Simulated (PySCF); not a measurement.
disilazane cation (H7NSi2), SMILES [SiH3]N[SiH3] (connectivity only; charge and spin as stated), charge +1, multiplicity 2.

Geometry: B3LYP-D3(BJ)/def2-SVP. The spin state was assumed, not searched.

Two levels are set side by side: PBE/def2-TZVPD (PySCF) and CAM-B3LYP/def2-TZVPD (PySCF). Same geometry, gas phase. Differences are taken from unrounded values.

| quantity | CAM-B3LYP | PBE | PBE minus CAM-B3LYP |
|---|---|---|---|
| α-spin orbital gap (eV) | 11.25 | 6.49 | -4.76 |
| β-spin orbital gap (eV) | 6.89 | 2.00 | -4.88 |
| mean polarisability (bohr³) | 61.9 | 70.6 | 8.7 |

PBE's more diffuse valence density responds more strongly to a field. Differences between two approximate levels are no errors against the true value.

Rough cost on one machine, each run with all the roots and properties that it gave: CAM-B3LYP against PBE within a factor of 2.
